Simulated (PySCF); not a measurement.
Si(OSiH3)(F)(Me)2 (C₂H₉FOSi₂), SMILES [SiH3]O[Si](C)(C)F. Atoms are numbered in the order given.

```xyz
15

C     -1.6682    -1.6128    -0.7016
Si    -0.7461    -0.0870    -0.1929
C     -1.5821     0.9169     1.1290
F     -0.5729     0.8796    -1.5013
O      0.7791    -0.5137     0.2861
Si     2.2575     0.1983     0.5467
H     -2.6777    -1.3626    -1.0642
H     -1.1311    -2.1376    -1.5069
H     -1.7688    -2.3047     0.1497
H     -0.9954     1.8199     1.3618
H     -1.6892     0.3303     2.0555
H     -2.5860     1.2371     0.8075
H      3.0421     0.2476    -0.7180
H      2.0752     1.5875     1.0635
H      2.9956    -0.6077     1.5565
```
Charge 0, spin multiplicity 1.

Geometry optimised at ωB97X-D3(BJ)/def2-SVP. Other conformers were not sampled.

The numbers are results of ωB97X/def2-TZVP in PySCF, not measurements.

Gas-phase values at a fixed geometry.

Computed frontier levels, gap, dipole moment and polarisability:
```yaml
highest_occupied_level: -10.90 eV
lowest_empty_level: 2.17 eV
orbital_gap: 13.06 eV
dipole_moment: 1.67 D
quadrupole, principal values (traceless, Buckingham form, about the centre of nuclear charge): -6.22, 1.13, 5.09 D·Å
mean_static_polarisability: 74.0 bohr³ (10.97 Å³)
polarisability_principal_values: 67.0, 74.4, 80.7 bohr³
```
